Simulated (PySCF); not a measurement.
Identify the compound

An unknown has the formula C₂H₁₁N₃OSi₃. Its calculated NMR data are:

1H NMR (300 MHz, computed): δ 5.48 (s, 2H), 5.45 (s, 4H), 2.17 (s, 3H), -0.65 (br s, 2H).

13C{1H} NMR (computed): δ 182.8 (C), 24.0 (CH3).

- GIAO PBE0/pcSseg-1 shieldings
- GFN2-xTB geometry
- program: PySCF
- non-relativistic Hamiltonian, single conformer, isolated molecule, rapidly exchanging positions averaged

Chemical shifts δ = σref − σ; TMS for 1H (σref 31.72) and 13C (σref 186.93), all at this level.

Q: Propose a structure and justify it.

A: 
The formula gives 2 degrees of unsaturation (1 ring in the answer). 2 carbon signals for 2 carbons: no two carbons are equivalent. Carbon types of the structure: 1 × C, 1 × CH3, leaving 8 H on heteroatoms. δC 182.8: amide carbonyl carbon; lone-pair donation from the attached heteroatom keeps it upfield of a ketone carbonyl. δC 24.0: methyl carbon α to a carbonyl; the adjacent C=O deshields it moderately. δH 5.48, 5.45: hydrogen on a silicon bonded to 2 N, in a 6-membered ring. δH 2.17: hydrogen on a methyl carbon α to a carbonyl; α to C=O. δH -0.65: hydrogen on a nitrogen bonded to 2 Si, in a 6-membered ring; exchangeable, gas-phase position.

Structure: `CC(=O)N1[SiH2]N[SiH2]N[SiH2]1`.

The shifts were computed for this structure.

OH and NH positions are those of a molecule without intermolecular hydrogen bonds; in solution they move with solvent, concentration and temperature, and exchange usually removes their couplings. Shifts are as computed. Against solution values, carbons near 30 ppm lie about +3 ppm off and those near 130 ppm about +5 ppm. Of 1211 compounds with measured shifts, 218 miss one by over three times the rms of a fit or turn the order of signals round; such compounds aren't used in these exercises. No couplings were computed; multiplicities are counted from neighbouring protons, with m where these are inequivalent, close in shift, in a saturated or five-membered ring or joined by F or P, and br s for small geminal =CH2 splittings.
